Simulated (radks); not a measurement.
All-electron atom: the oxygen ion O+ in 1s1.75 2s2 2p3 3s0.25 (fractional occupations, a model configuration).

Calculated with a radial shooting solver on a logarithmic mesh with Libxc functionals: scalar-relativistic Kohn-Sham, r2SCAN, spin-polarised, spherical densities, finite nucleus; open shells are filled with parallel spins first; meta-GGA in the generalised Kohn-Sham scheme; Fermi nuclear charge, rms radius 2.6991 fm.

Energy parts (hartree):
part                      energy
total                  -69.68098
kinetic                 69.62074
electron-nucleus      -161.57716
Hartree                 29.81887
exchange-correlation    -7.54343

Orbitals (lengths in bohr, moments of r in powers of bohr; <r^-3> diverges for s and p1/2; r(90%) holds 90 % of the orbital's charge):
orbital  occ.  eigenvalue (hartree)  r(90%)    <r^2>   <1/r>  <r^-3>
1s up       1             -20.64849   0.353  0.05263   7.702       -
1s down  0.75             -20.24477   0.352  0.05230   7.707       -
2s up       1              -1.74637    1.63    1.274   1.411       -
2s down     1              -1.43839    1.73    1.431   1.324       -
2p up       3              -1.15146    1.71    1.309   1.299   7.237
3s up    0.25              -0.26492    5.86    17.72  0.3349       -

The highest occupied level is 3s up at -7.209 eV. The spin density at the nucleus is 40.39 e/bohr^3 (1s 38.76, 2s 1.44, 3s 0.18). The density falls to 0.001 e/bohr^3 at r = 3.02 bohr. The electron density at the nucleus is 290.2 e/bohr^3 (large components only). Summed over all electrons, <r^2> = 11.15 bohr^2, which gives a Langevin (diamagnetic) susceptibility term of -8.83 x 10^-6 cm^3/mol.

Empty levels of this run are not shown, since the potential may be unsettled where no density lies.
